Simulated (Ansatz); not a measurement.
Geometry optimisation, Ansatz 0.2.0, RKS PBE-D4/6-31G*.

Input:

```yaml
crystal:
  periodic: [false, false, false]
  atoms:
    - { symbol: Al, position_ang: [0.04779, -0.475141, 0.059296] }
    - { symbol: Cl, position_ang: [-0.35255, -0.508894, 2.225913] }
    - { symbol: O, position_ang: [1.68215, -0.681743, -0.423579] }
    - { symbol: H, position_ang: [1.840112, -0.736254, -1.383867] }
    - { symbol: O, position_ang: [-1.237713, -0.649276, -1.070971] }
    - { symbol: H, position_ang: [-2.147484, -0.634451, -0.723381] }
    - { symbol: "N", position_ang: [0.08373, 2.483636, 0.966588] }
    - { symbol: H, position_ang: [0.990608, 2.959229, 0.991156] }
    - { symbol: H, position_ang: [-0.642423, 3.195955, 0.847854] }
    - { symbol: H, position_ang: [-0.058818, 2.029538, 1.893591] }
basis:
  gaussian: { orbitals: "6-31G*" }
hamiltonian:
  xc: pbe
  dispersion: d4
relax:
  f_tol: 0.03
  max_steps: 50
```

Command:

```bash
$ ansatz run input.yaml --threads 2 --pin off --max-ram 3072MiB --backend cpu --events-out ev --progress --plain --runs-dir out
```

Question: Where does it end, and by what steps?

Answer: The forces met the threshold. After 11 steps the energy has fallen by 1.183 eV; H9 moved furthest, 0.79 Å. Joined: Al1–N7 (3.09 → 2.02 Å).

```json
{"step": "0", "energy less start (eV)": "0.0000", "largest force component (eV/Å)": "1.002", "accepted": "yes"}
{"step": "1", "energy less start (eV)": "-0.2445", "largest force component (eV/Å)": "0.643", "accepted": "yes"}
{"step": "2", "energy less start (eV)": "-0.5414", "largest force component (eV/Å)": "0.518", "accepted": "yes"}
{"step": "3", "energy less start (eV)": "-0.8236", "largest force component (eV/Å)": "0.991", "accepted": "yes"}
{"step": "4", "energy less start (eV)": "-1.0425", "largest force component (eV/Å)": "0.662", "accepted": "yes"}
{"step": "5", "energy less start (eV)": "-1.1241", "largest force component (eV/Å)": "0.442", "accepted": "yes"}
{"step": "6", "energy less start (eV)": "-1.1430", "largest force component (eV/Å)": "0.266", "accepted": "yes"}
{"step": "7", "energy less start (eV)": "-1.1497", "largest force component (eV/Å)": "0.705", "accepted": "yes"}
{"step": "8", "energy less start (eV)": "-1.1757", "largest force component (eV/Å)": "0.180", "accepted": "yes"}
{"step": "9", "energy less start (eV)": "-1.1805", "largest force component (eV/Å)": "0.060", "accepted": "yes"}
{"step": "10", "energy less start (eV)": "-1.1817", "largest force component (eV/Å)": "0.186", "accepted": "yes"}
{"step": "11", "energy less start (eV)": "-1.1826", "largest force component (eV/Å)": "0.026", "accepted": "yes"}
```

```xyz
10
Properties=species:S:1:pos:R:3
Al -0.012 0.074 0.247
Cl -0.316 -0.958 2.130
O 1.596 0.082 -0.424
H 1.900 -0.723 -0.878
O -1.403 0.068 -0.803
H -2.083 -0.592 -0.579
N 0.104 2.003 0.850
H 1.048 2.341 0.621
H -0.584 2.585 0.357
H -0.046 2.102 1.861
```

Whether the end is a true minimum wasn't checked by a vibrational analysis.

Time of the run: 27 s on 2 threads of Arm Neoverse V1 (shared host), peak memory 0.15 GiB.
